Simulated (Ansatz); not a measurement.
Gas-phase reaction R1 → P1 + P2, each structure at its B3LYP-D3(BJ)/def2-TZVP stationary point, reached from a drawn start (curvature not checked).
R1, Cl3Cr (SMILES [Cl][Cr]([Cl])[Cl]) (charge 0, multiplicity 4):
| atom | x (Å) | y (Å) | z (Å) |
|---|---|---|---|
| Cr | -0.0007 | -0.0004 | -0.1443 |
| Cl | 2.1266 | -0.0097 | 0.0392 |
| Cl | -1.0545 | 1.8467 | 0.0462 |
| Cl | -1.0712 | -1.8366 | 0.0590 |
P1, Cl2Cr (SMILES [Cl][Cr][Cl]) (charge 0, multiplicity 5):
```xyz
3

Cr     0.0017     0.0180    -0.4613
Cl     2.0689    -0.0125     0.2380
Cl    -2.0705    -0.0055     0.2232
```
P2: Cl atom, charge 0, multiplicity 2.

P less R. No zero-point or thermal terms; open shells are unrestricted; no spin–orbit coupling. The spin states of the d-block species are the ones drawn and need not be the lowest.

Cores are frozen in the correlated methods.

Programs: Ansatz (Gaussian basis) for Hartree–Fock, density functionals and correlated methods. All values are computed, each at the level named.

Total energies in hartree:

```json
[
 {"structure": "R1", "PBE/def2-TZVPP": "-2424.492397", "r2SCAN/def2-TZVPP": "-2425.168196", "CCSD(T)/def2-TZVPP": "-2422.798687"},
 {"structure": "P1", "PBE/def2-TZVPP": "-1964.402903", "r2SCAN/def2-TZVPP": "-1964.929884", "CCSD(T)/def2-TZVPP": "-1963.039191"},
 {"structure": "P2", "PBE/def2-TZVPP": "-459.958430", "r2SCAN/def2-TZVPP": "-460.116931", "CCSD(T)/def2-TZVPP": "-459.664645"}
]
```

### Question
Work out the reaction energy at each level in kcal/mol (1 hartree = 627.50947 kcal/mol), and say how far PBE/def2-TZVPP lies from CCSD(T)/def2-TZVPP.

### Answer
- PBE/def2-TZVPP: (-1964.402903) + (-459.958430) − (-2424.492397) = 0.131064 hartree = 82.24 kcal/mol
- r2SCAN/def2-TZVPP: (-1964.929884) + (-460.116931) − (-2425.168196) = 0.121381 hartree = 76.17 kcal/mol
- CCSD(T)/def2-TZVPP: (-1963.039191) + (-459.664645) − (-2422.798687) = 0.094851 hartree = 59.52 kcal/mol
PBE/def2-TZVPP less CCSD(T)/def2-TZVPP: 22.72 kcal/mol. CCSD(T)/def2-TZVPP is the level counted from, the highest shown, and no exact or measured value.

Ansatz is an electronic-structure program.
